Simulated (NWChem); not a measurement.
Molecule: CuH2OCl; SMILES [OH2]->[Cu][Cl]

Computed with NWChem. Pople sets run with spherical d functions. Each level has its own optimisation; frequencies are unscaled.

```json
[
 {"level": "Hartree-Fock/6-31G*", "r Cl–Cu (Å)": "2.118", "r Cu–O (Å)": "1.946", "r H–O (Å)": "0.950", "highest harmonic frequency (cm⁻¹)": "4151", "lowest (cm⁻¹)": "75", "zero-point energy (kcal/mol)": "16.7", "dipole (D)": "10.19"},
 {"level": "LDA (Slater exchange, VWN5)/def2-SVP", "r Cl–Cu (Å)": "2.035", "r Cu–O (Å)": "1.876", "r H–O (Å)": "0.980", "highest harmonic frequency (cm⁻¹)": "3739", "lowest (cm⁻¹)": "126", "zero-point energy (kcal/mol)": "15.8", "dipole (D)": "7.77"},
 {"level": "B3LYP/6-31G*", "r Cl–Cu (Å)": "___", "r Cu–O (Å)": "___", "r H–O (Å)": "0.974", "highest harmonic frequency (cm⁻¹)": "3757", "lowest (cm⁻¹)": "___", "zero-point energy (kcal/mol)": "16.1", "dipole (D)": "___"}
]
```

**Question.** Some entries are withheld; supply them.

**Answer.** 
- B3LYP/6-31G*, r Cl–Cu (Å): 2.057
- B3LYP/6-31G*, r Cu–O (Å): 1.858
- B3LYP/6-31G*, lowest (cm⁻¹): 86
- B3LYP/6-31G*, dipole (D): 8.21
